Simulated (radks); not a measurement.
The numbers below are computed, except where a source is named.
Initial-state core-level shifts of the dysprosium ion Dy2+ when its valence configuration changes from [Xe] 4f10. Code: a radial shooting solver on a logarithmic mesh with Libxc functionals. Model: scalar-relativistic Kohn-Sham, LDA (Slater exchange, Perdew-Wang correlation), spin-polarised, spherical densities, point nucleus; open shells are filled with parallel spins first (spin-orbit coupling, left out, can overturn this in heavy ions). Shifts are changes of the shell-averaged eigenvalues in eV (positive: less bound).

| valence | 2s | 3p | 4s | 5p |
|---|---|---|---|---|
| 4f9 6s1 | -9.646 | -10.378 | -10.031 | -5.497 |
| 4f9 5d1 | -6.921 | -7.732 | -7.370 | -2.996 |
| 4f9 6p1 | -10.908 | -11.631 | -11.291 | -6.716 |
| 4f8 6p2 | -23.383 | -25.032 | -24.044 | -13.609 |
| 4f9.5 6p0.5 | -5.241 | -5.575 | -5.441 | -3.328 |
| 4f8 5d2 | -14.864 | -16.690 | -15.706 | -5.992 |
